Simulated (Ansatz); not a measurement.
This geometry of H8N2Si2 (12 atoms, charge 0, multiplicity 1) is a first-order saddle point.

Computed with Ansatz, RKS LDA/def2-SVP.

```xyz
12
Properties=species:S:1:pos:R:3
N -1.128 0.940 -0.444
N -0.108 0.093 -0.043
Si -0.109 -0.262 1.666
Si 0.937 -0.427 -1.341
H -2.027 0.550 -0.734
H -0.978 1.950 -0.447
H 1.045 -1.186 1.966
H -1.404 -0.920 2.074
H 0.034 1.005 2.475
H 1.589 0.759 -2.008
H 0.151 -1.168 -2.395
H 1.998 -1.334 -0.770
```

Problem. Which two structures does it join? (They come from a converged band through this point; their orientation in space is the band's.)

Solution. No bond is made or broken. The height of N1 over the plane of its neighbours goes from 0.36 to -0.36 Å. The two ends are copies of one structure, up to a mirror image or an exchange of like atoms. The height can change sign by an inversion or by a turn that exchanges like atoms.

Initial state:

```xyz
12
Properties=species:S:1:pos:R:3
N -1.099 0.957 -0.611
N -0.099 0.104 -0.102
Si -0.113 -0.247 1.604
Si 0.959 -0.437 -1.377
H -2.042 0.569 -0.448
H -1.051 1.892 -0.176
H 1.030 -1.170 1.930
H -1.427 -0.884 1.997
H 0.003 1.032 2.402
H 1.645 0.725 -2.050
H 0.204 -1.210 -2.429
H 1.992 -1.333 -0.740
```

Final state:

```xyz
12
Properties=species:S:1:pos:R:3
N -1.208 0.971 -0.311
N -0.139 0.106 0.005
Si -0.127 -0.257 1.710
Si 0.905 -0.414 -1.288
H -1.856 0.534 -0.986
H -0.865 1.858 -0.713
H 1.042 -1.180 1.952
H -1.402 -0.938 2.137
H 0.039 0.993 2.537
H 1.536 0.783 -1.963
H 0.105 -1.137 -2.349
H 1.970 -1.319 -0.731
```

Problem. How far does it lie above each of them?

Solution. 13.2 kJ/mol above the first and 13.2 kJ/mol above the second. This is the barrier of this one path; another mechanism may lie lower.

Run time: 44 s on 2 threads of Arm Neoverse V2, with other jobs on the host, peak memory 0.14 GiB.
